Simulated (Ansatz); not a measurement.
F$_{2}$H$_{2}$NY (`[NH2][Y]([F])[F]`), 6 atoms. Total charge 0; spin multiplicity 1. Correlated methods include outer-core shells of Y, which these sets cover unevenly. Y: def2 effective core potential. All runs use 4 threads of an Arm Neoverse V1 on a shared host. Correlated methods freeze the cores. Open-shell runs search over several starts.

Q: How many basis functions does each run have, and how long does it take in Ansatz? UKS B3LYP-D4/def2-TZVPP energy of the cation; UKS PBE-D4/def2-TZVPP energy of the cation; UKS PBE0-D4/def2-TZVPP energy of the cation; RKS PBE0-D4/def2-TZVP relaxation (5 steps); UKS ωB97M-V/def2-TZVPP energy of the cation; RKS PBE0-D4/def2-TZVP frequencies; direct RPA on PBE orbitals/def2-TZVPP energy; RKS ωB97M-V/def2-SVP energy; RHF-CCSD(T)/def2-TZVPP energy; RKS PBE0-D4/def2-TZVPP energy; UKS ωB97X-V/def2-TZVPP energy of the cation; UHF-MP2/def2-QZVPP energy of the cation. (An estimate is asked.)

A: Ansatz gave: Other jobs shared the machine, so times are rough.

```
                                level                   job  functions  wall time  peak host memory (GiB)
               RKS PBE0-D4/def2-TZVPP                energy        177      1.5 s                    0.33
               UKS PBE0-D4/def2-TZVPP  energy of the cation        177      2.5 s                    0.41
              UKS B3LYP-D4/def2-TZVPP  energy of the cation        177      2.9 s                    0.41
direct RPA on PBE orbitals/def2-TZVPP                energy        177        3 s                    0.35
                 RKS ωB97M-V/def2-SVP                energy         83      3.6 s                    0.34
                UKS PBE-D4/def2-TZVPP  energy of the cation        177      5.5 s                    0.34
               UKS ωB97X-V/def2-TZVPP  energy of the cation        177      8.5 s                    0.63
                   UHF-MP2/def2-QZVPP  energy of the cation        312      8.5 s                     1.1
                RKS PBE0-D4/def2-TZVP  relaxation (5 steps)        145      8.5 s                    0.28
               UKS ωB97M-V/def2-TZVPP  energy of the cation        177      9.5 s                    0.69
                RKS PBE0-D4/def2-TZVP           frequencies        145       36 s                    0.34
               RHF-CCSD(T)/def2-TZVPP                energy        177       46 s                       2
```

B3LYP here is the variant with VWN-RPA as its local correlation; programs differ in this.
